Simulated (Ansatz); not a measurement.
A structure relaxed at PBE-D4/def2-SVP in Ansatz, charge -1, singlet:

Cartesian coordinates in Å:
```
Si -0.707 -2.326 -0.838
Si -1.139 2.097 -0.799
Si 2.397 0.274 -0.890
Si -0.490 -0.118 2.464
Al 1.627 -1.976 -1.659
Si 1.107 2.152 -1.511
Si -1.088 -2.178 1.488
Si -1.479 1.795 1.512
H -1.279 -3.712 -1.121
H -1.789 -1.404 -1.378
H -1.845 3.389 -1.164
H -1.885 0.994 -1.506
H 3.763 0.693 -1.426
H 2.547 0.494 0.607
H 1.004 0.077 2.402
H -0.860 -0.098 3.935
H 1.601 -1.985 -3.289
H 2.590 -3.103 -0.979
H 1.011 2.304 -3.016
H 1.660 3.476 -1.015
H -2.529 -2.420 1.898
H -0.281 -3.200 2.263
H -2.972 1.761 1.770
H -0.964 3.013 2.251
```

(1) Give its formula.

(2) Summarise the bond lengths by kind (pairs closer than 1.2 times the sum of covalent radii, bridged metal pairs left out).

Results:

(1) AlSi7H16⁻, a doped cluster cut from the lattice of silicon (Al on a surface site).

(2) 6 × Si–Si 2.35 to 2.36 Å; 2 × Al–Si 2.50 Å; 14 × H–Si 1.51 to 1.53 Å; 2 × Al–H 1.63 Å.
